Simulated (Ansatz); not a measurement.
Molecular dynamics, step by step

PH$_{4}$Br (SMILES Br.P), closed shell, PBE0-D4/def2-SVP (Ansatz 0.2.0). Settings (timestep in fs, temperature in K; T counts 12 degrees of freedom):

```yaml
hamiltonian: {xc: pbe0, dispersion: d4}
md: {n_steps: 60, timestep: 0.5, temperature: 500, ensemble: nvt_nose_hoover, seed: 306, initial_velocities: maxwell_boltzmann}
```

Start (the SMILES describes the start alone):

Br1  (-0.169, 0.074, -2.702)
H2  (-0.077, 0.034, -1.279)
P3  (0.096, -0.042, 1.570)
H4  (-0.084, 1.165, 0.843)
H5  (-0.909, -0.733, 0.842)
H6  (1.143, -0.497, 0.725)
(Å)

```tsv
step	time (fs)	potential energy less the start (meV)	kinetic energy (meV)	T (K)
0	0.00	0.0	258.5	500
4	2.00	49.6	209.4	405
8	4.00	96.5	162.9	315
12	6.00	79.6	179.4	347
16	8.00	83.8	175.3	339
20	10.00	114.0	145.8	282
24	12.00	78.9	180.9	350
28	14.00	19.4	240.0	464
32	16.00	57.6	202.7	392
36	18.00	99.6	161.4	312
40	20.00	85.7	175.1	339
44	22.00	103.9	157.3	304
48	24.00	143.2	119.0	230
52	26.00	98.6	163.7	317
56	28.00	44.9	217.5	421
60	30.00	87.5	176.2	341
```

Step 24, positions (Å) and forces (eV/Å):

```
atom       x       y       z      Fx      Fy      Fz
 Br1  -0.167   0.070  -2.707  -0.003  -0.002  -0.044
  H2  -0.341   0.508  -1.364   0.014  -0.009   0.051
  P3   0.100  -0.054   1.587   0.136   1.517   0.257
  H4  -0.097   1.213   0.863   0.143  -0.486   0.610
  H5  -0.906  -0.615   0.818  -0.647  -0.679  -0.531
  H6   1.134  -0.395   0.700   0.358  -0.342  -0.343
```

Step 36, positions (Å) and forces (eV/Å):

```tsv
atom	x	y	z	Fx	Fy	Fz
Br1	-0.166	0.068	-2.709	-0.072	0.157	0.269
H2	-0.461	0.721	-1.464	0.082	-0.173	-0.260
P3	0.101	-0.050	1.592	-0.079	-1.839	-0.411
H4	-0.063	1.220	1.060	-0.180	0.816	-0.589
H5	-0.919	-0.730	0.757	0.531	0.688	0.592
H6	1.130	-0.466	0.649	-0.283	0.352	0.399
```

Step 48, positions (Å) and forces (eV/Å):

| atom | x | y | z | Fx | Fy | Fz |
| --- | --- | --- | --- | --- | --- | --- |
| Br1 | -0.166 | 0.066 | -2.710 | 0.013 | -0.034 | -0.049 |
| H2 | -0.561 | 0.891 | -1.623 | -0.004 | 0.021 | 0.070 |
| P3 | 0.102 | -0.058 | 1.595 | 0.418 | 1.085 | 0.930 |
| H4 | -0.067 | 1.344 | 1.131 | 0.037 | -1.163 | -0.031 |
| H5 | -0.850 | -0.688 | 0.815 | -0.987 | -0.096 | -0.600 |
| H6 | 1.090 | -0.450 | 0.677 | 0.522 | 0.188 | -0.319 |

Last step (60):

Br1  (-0.165, 0.065, -2.710)
H2  (-0.652, 1.049, -1.788)
P3  (0.106, -0.061, 1.604)
H4  (-0.073, 1.228, 1.154)
H5  (-0.974, -0.608, 0.772)
H6  (1.154, -0.357, 0.652)
(Å)

Hardware: 2 CPU threads of an Arm Neoverse V1, shared host. Wall time about 55 s.
